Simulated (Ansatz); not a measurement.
One change: `C[Si](C)(O)O` becomes `C[Si](O)(O)F`.

Ansatz, PBE0-D4/def2-TZVP geometries, multiplicity 1. Each molecule was computed in one conformer, which needn't be the lowest.

```
                                          property  `C[Si](C)(O)O`
    zero-point energy (PBE0-D4/def2-TZVP) / kJ/mol           267.7
                 LUMO energy (PBE/def2-TZVPP) / eV           -0.18
             HOMO energy (ωB97M-V/def2-TZVPP) / eV          -10.31
               HOMO energy (B3LYP/def2-TZVPP) / eV           -7.81
size of the dipole moment (ωB97M-V/def2-TZVPP) / D            2.04
             LUMO energy (ωB97M-V/def2-TZVPP) / eV            2.02
```

(1) What does the change do to each property? (An estimate is asked.)

## Answers

(1) Computed: 
| property | `C[Si](O)(O)F` | shift |
| --- | --- | --- |
| zero-point energy (PBE0-D4/def2-TZVP) / kJ/mol | 180.4 | -87.3 |
| LUMO energy (PBE/def2-TZVPP) / eV | -0.22 | -0.04 |
| HOMO energy (ωB97M-V/def2-TZVPP) / eV | -11.54 | -1.23 |
| HOMO energy (B3LYP/def2-TZVPP) / eV | -8.94 | -1.13 |
| size of the dipole moment (ωB97M-V/def2-TZVPP) / D | 1.18 | -0.86 |
| LUMO energy (ωB97M-V/def2-TZVPP) / eV | 2.07 | 0.05 |

The zero-point energy changes by -87.3 kJ/mol with -9 modes. Dipoles are sizes alone; their direction can turn.

B3LYP here is the variant with VWN-RPA as its local correlation; programs differ in this.
